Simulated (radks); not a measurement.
Results of a calculation; reference values are marked as such.
Question: Valence configurations of B I (all share [He]). Code: a radial shooting solver on a logarithmic mesh with Libxc functionals. Model: scalar-relativistic Kohn-Sham, r2SCAN, spin-unpolarised, spherical densities, finite nucleus; meta-GGA in the generalised Kohn-Sham scheme; Fermi nuclear charge, rms radius 2.406 fm. Order these by energy: 2p3; 2s1.5 2p1.5; 2s0.5 2p2.5; 2s2 2p1; 2s1 2p2.

Answer: From the lowest, in eV above it: 2s2 2p1 0.000; 2s1.5 2p1.5 3.216; 2s1 2p2 6.433; 2s0.5 2p2.5 9.640; 2p3 12.821. NIST lists [He] 2s2 2p1 as the ground configuration; this level of theory agrees among the configurations tried. The energies are those of spherical spin-averaged densities, not of single terms.
